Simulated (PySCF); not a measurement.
Bonds (- single, = double, # triple, : aromatic): C1#C2 1.202 Å, C2-Si3 1.850 Å, Si3-F4 1.630 Å, Si3-C5 1.905 Å, C5=C6 1.341 Å, C6-Si7 1.905 Å, Si7-Si3 2.329 Å. C1 carries H8; C5 carries H9; C6 carries H10; Si7 carries H11, H12. Stereochemistry as in C#C[Si@]1(F)C=C[SiH2]1. H11 is pro-R; H12 is pro-S.

A single conformation, no solvent model, non-relativistic Hamiltonian. Geometry: GFN2-xTB; PBE0/pcSseg-1 with gauge-including orbitals; PySCF.

References, each an isolated molecule treated in the same way: TMS for $^{13}$C and $^{1}$H and $^{29}$Si; $^{19}$F against CFCl3.

| atoms | nucleus | count | δ (ppm) |
| --- | --- | --- | --- |
| Si3 | $^{29}$Si | 1 | ? |
| H9 | $^{1}$H | 1 | ? |
| H11 | $^{1}$H | 1 | 5.05 |
| C6 | $^{13}$C | 1 | ? |
| C1 | $^{13}$C | 1 | 105.3 |
| H12 | $^{1}$H | 1 | 5.01 |
| H8 | $^{1}$H | 1 | 2.26 |
| H10 | $^{1}$H | 1 | 8.07 |
| F4 | $^{19}$F | 1 | -173.7 |
| Si7 | $^{29}$Si | 1 | -31.0 |
| C2 | $^{13}$C | 1 | ? |
| C5 | $^{13}$C | 1 | 181.5 |

**Question.** Fill in the missing shifts.

**Answer.** 
- C6: 171.6 ppm, alkene CH
- C2: 87.7 ppm, alkyne carbon; the triple bond shields along its axis, which puts it between sp3 and sp2 carbons
- H9: 7.73 ppm, hydrogen on an alkene CH; olefinic region
- Si3: -0.1 ppm, silicon bonded to 2 C, F, Si, in a 4-membered ring

Shifts are as computed. Against solution values, carbons near 30 ppm lie about +3 ppm off and those near 130 ppm about +5 ppm. Of 1309 compounds with measured shifts, 239 miss one by over three times the rms of a fit or turn the order of signals round; such compounds aren't used in these exercises. Unscaled 19F shifts against computed CFCl3 carry errors that often reach 10 to 50 ppm.
